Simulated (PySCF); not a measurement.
Excitations are Tamm–Dancoff values on a coarser integration grid. The basis has no diffuse functions, so Rydberg states are missing or too high.

Cartesian coordinates (Å):
SMILES: [Br][Al]([Br])[Br]
```xyz
4

Br    -1.7538    -1.3181     0.5483
Al     0.0000     0.0000     0.1524
Br     1.9537    -0.8932    -0.4437
Br    -0.1999     2.2113     0.3525
```
Charge 0, spin multiplicity 1.

### Question
Predict the dipole moment, S1–T1 gap (TDA) and HOMO–LUMO gap from M06-2X/def2-TZVP // PBE0-D3(BJ)/def2-TZVP (PySCF).

### Answer

```json
{
  "dipole_moment": "0.000 e·Å",
  "S1–T1 gap (TDA)": "0.27 eV",
  "HOMO–LUMO gap": "8.95 eV"
}
```
